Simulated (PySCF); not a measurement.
**²⁹Si chemical shifts**

- geometry: GFN2-xTB
- NMR shieldings at PBE0/pcSseg-1/GIAO
- program: PySCF 2.14.0 with density-fitted response routines
- one conformer, non-relativistic Hamiltonian, rapidly exchanging positions averaged, in vacuum

Shieldings were converted by a linear fit to measured shifts: ²⁹Si: δ = 279.94 − 0.822σ (rms 8.9 ppm, 72 shifts, 25.8 ppm with the 6 outliers that the fit left out vs TMS, solution or neat liquid). Occasional misses reach two or three times the rms, and more in compound classes unlike the fitted ones.

**Question.** Give the ²⁹Si shifts of `CCC1=C[SiH2]CCO1`, `[SiH3]C[C@H]1C=COCC1`, `C=C[C@H](C#N)CN[SiH2]P`.

**Answer.** 
```csv
compound,environment,δ (ppm)
CCC1=C[SiH2]CCO1,"silicon bonded to 2 C, 2 H, in a 6-membered ring",-63.0
[SiH3]C[C@H]1C=COCC1,"silicon bonded to C, 3 H",-67.9
C=C[C@H](C#N)CN[SiH2]P,"silicon bonded to N, P, 2 H",-30.7
```

**Question.** Match the shifts 9.1, -6.5, -35.2, -54.8, -69.0 ppm to `F[C@H](Cl)C=C1C[SiH](F)C1`, `N#C[C@@H]1CC[C@@H]1N[SiH2]P`, `FC(F)C[C@H](F)C[SiH3]`, `Cc1nn([SiH](C)C)cp1`, `C[C@H]([SiH3])CC(F)(F)F`.

**Answer.** 9.1: F[C@H](Cl)C=C1C[SiH](F)C1 (silicon bonded to 2 C, F, H, in a 4-membered ring); -6.5: Cc1nn([SiH](C)C)cp1 (silicon bonded to 2 C, N, H); -35.2: N#C[C@@H]1CC[C@@H]1N[SiH2]P (silicon bonded to N, P, 2 H); -54.8: C[C@H]([SiH3])CC(F)(F)F (silicon bonded to C, 3 H); -69.0: FC(F)C[C@H](F)C[SiH3] (silicon bonded to C, 3 H).
